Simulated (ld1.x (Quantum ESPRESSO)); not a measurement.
What one change does to a pseudopotential (Lu, PAW)

ld1.x (Quantum ESPRESSO) 7.5 input, shortened:

```
&input
   title='Lu', zed=71., rel=1, dft='PBE', iswitch=3,
   config='[Xe] 4f14 5d1 6s1.5 6p0'
 /
 &inputp
   pseudotype=3, lpaw=.true., tm=.true., lloc=-2, rcloc=1.35,
   nlcc=.true., new_core_ps=.true., rcore=1.35,
   which_augfun='BESSEL', rmatch_augfun=1.65
 /
6
5S  1  0   2.00   0.00  1.50  1.70  0.0
6S  2  0   1.50   0.00  1.50  1.70  0.0
5P  2  1   6.00   0.00  1.85  2.00  0.0
6P  3  1   0.00   0.00  1.85  2.00  0.0
5D  3  2   1.00   0.00  2.60  3.05  0.0
5D  3  2   0.00   0.30  2.60  3.05  0.0
 &test
   configts(1)='5s2 5p6 5d1 6s1.5 6p0'
 /
```

All-electron outer shells of the reference configuration (PBE, scalar-relativistic, ld1.x):

```
shell  level (eV)  outermost node (bohr)  outermost maximum (bohr)
   5s      -64.23                   0.57                      1.04
   5p      -34.84                   0.61                      1.19
   4f      -12.79                      –                      0.47
   6s       -7.33                   1.41                      3.00
   5d       -4.65                   0.68                      1.82
   6p       -3.57                   1.72                      4.00
```

Change: waves 5d (bound): rcut 2.44, rcutus 2.58 bohr; 5d channel at 0.3 Ry: rcut 2.44, rcutus 2.58 bohr.

Cutoffs: the cutoffs (Ry, on a coarse ladder) from which the occupation-weighted sum of valence levels, in a spherical-Bessel basis at the reference potential, stays within 10 and 1 mRy of its value at 400 Ry; they do not see the model core or the augmentation charge, which bear on the density cutoff. Errors are all-electron minus pseudo energies relative to the spin-unpolarised reference configuration.

Predict the effect on cutoff, ghosts and configuration errors.

The potential gets neither clearly harder nor softer (21 Ry and 35 Ry → 21 Ry and 35 Ry); the bound ghost in d disappears; of the 7 tests that both files solve, the error grows in 1 and shrinks in 2 by more than 15 % and 0.3 meV (median size 10.6 → 11.1 meV).

```tsv
quantity	base	changed
cutoff, loose	21 Ry	21 Ry
cutoff, tight	35 Ry	35 Ry
loose cutoff by channel (10 mRy a level)	s 15 Ry, p 15 Ry, d 6 Ry	s 15 Ry, p 15 Ry, d 12 Ry
bound ghosts	d	none
error for 5s2 5p6 5d1 6s2 6p0, meV [ΔE -2.99 eV]	+0.4	+0.8
error for 5s2 5p6 5d1 6s1 6p0, meV [ΔE 4.38 eV]	-2.7	-2.3
error for 5s2 5p6 5d1 6s0 6p0, meV [ΔE 17.66 eV]	-23	-19
error for 5s2 5p6 5d0 6s2 6p1, meV [ΔE -2.04 eV]	-11	-11
error for 5s2 5p6 5d1 6s0 6p1, meV [ΔE 8.62 eV]	-7.3	-6.0
error for 5s2 5p6 5d0 6s2 6p0, meV [ΔE 2.27 eV]	-17	-17
error for 5s2 5p5 5d1 6s2 6p0, meV [ΔE 34.05 eV]	-311	-265
lowest overlap eigenvalue by channel	s 0.26, p 0.10, d 0.72	s 0.26, p 0.10, d 0.90
```

 A true bound ghost makes a file unfit for plane-wave use even where its test errors are small: the radial tests pick states by their node count and pass the ghost by.
